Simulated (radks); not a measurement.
Tm15+, 54 electrons, occupied as [Kr] 4d9 4f8 5s1 (not the ground configuration).

Calculated with a radial shooting solver on a logarithmic mesh with Libxc functionals: Dirac Kohn-Sham, SOGGA, spin-unpolarised, spherical densities, point nucleus; open shells fill j = l - 1/2 first.

Energy parts (Ry):
| part | energy |
|---|---|
| total | -26990.4829 |
| kinetic | 29909.1846 |
| electron-nucleus | -65544.7570 |
| Hartree | 9183.2670 |
| exchange-correlation | -538.1776 |

Orbitals (lengths in bohr, moments of r in powers of bohr; r(max) is where P^2 peaks; r(90%) holds 90 % of the orbital's charge):
\begin{tabular}{lrrrrrr}
orbital & occ. & eigenvalue (Ry) & r(max) & r(90%) & <r^2> & <r> \\ \hline
1s1/2 & 2 & -4376.634 & 0.01261 & 0.0363 & 0.0005486 & 0.02001 \\
2s1/2 & 2 & -759.3063 & 0.07208 & 0.131 & 0.008458 & 0.08431 \\
2p1/2 & 2 & -724.9796 & 0.05403 & 0.116 & 0.006090 & 0.07008 \\
2p3/2 & 4 & -652.9610 & 0.06035 & 0.126 & 0.007305 & 0.07747 \\
3s1/2 & 2 & -190.3222 & 0.2035 & 0.324 & 0.05567 & 0.2204 \\
3p1/2 & 2 & -175.2268 & 0.1911 & 0.316 & 0.05142 & 0.2102 \\
3p3/2 & 4 & -159.9992 & 0.2043 & 0.335 & 0.05819 & 0.2240 \\
3d3/2 & 4 & -134.2575 & 0.1610 & 0.307 & 0.04567 & 0.1971 \\
3d5/2 & 6 & -130.9270 & 0.1647 & 0.313 & 0.04754 & 0.2014 \\
4s1/2 & 2 & -57.02720 & 0.4620 & 0.703 & 0.2713 & 0.4905 \\
4p1/2 & 2 & -50.90279 & 0.4630 & 0.720 & 0.2801 & 0.4965 \\
4p3/2 & 4 & -47.30144 & 0.4898 & 0.760 & 0.3130 & 0.5253 \\
4d3/2 & 4 & -37.15779 & 0.4880 & 0.803 & 0.3360 & 0.5402 \\
4d5/2 & 5 & -36.47224 & 0.4963 & 0.816 & 0.3472 & 0.5493 \\
4f5/2 & 6 & -23.83964 & 0.4583 & 0.912 & 0.3977 & 0.5804 \\
4f7/2 & 2 & -23.70569 & 0.4619 & 0.918 & 0.4034 & 0.5848 \\
5s1/2 & 1 & -23.92122 & 0.9701 & 1.41 & 1.123 & 1.005 \\
\end{tabular}

The highest occupied level is 4f7/2 at -322.53 eV. The density falls to 0.001 e/bohr^3 at r = 1.91 bohr.
